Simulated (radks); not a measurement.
Values are calculated unless marked as measured or tabulated.
Problem. These are the eigenvalues of the occupied orbitals of an atom or ion with whole-number occupations (hartree). Code: a radial shooting solver on a logarithmic mesh with Libxc functionals. Model: Dirac Kohn-Sham, PBE, spin-unpolarised, spherical densities, finite nucleus; Fermi nuclear charge, rms radius of each element as measured or else 0.836 A^(1/3) + 0.57 fm.

1s1/2: -888.8648
2s1/2: -130.8327
2p1/2: -121.4510
2p3/2: -115.5924
3s1/2: -24.62681
3p1/2: -20.92315
3p3/2: -19.90139
3d3/2: -13.34371
3d5/2: -13.13993
4s1/2: -4.30911
4p1/2: -3.14816
4p3/2: -2.97714
4d3/2: -1.20394
4d5/2: -1.18245
5s1/2: -0.81419

Which element is it, and in what charge state? The configuration may be excited. Open shells, if any, are shared by 2j + 1.

Solution. Z = 46, palladium, charge +2: Pd2+ in [Ar] 3d10 4s1 4p6 4d8 5s1. The list shows which subshells hold electrons but not how many an open one holds; the 1s level, -888.86 hartree, gives Z - s = 42.2 by -(Z - s)^2/2, which with screening and relativity narrows Z to a few neighbours, and the depths of the outer levels then fix element, charge and occupations together.
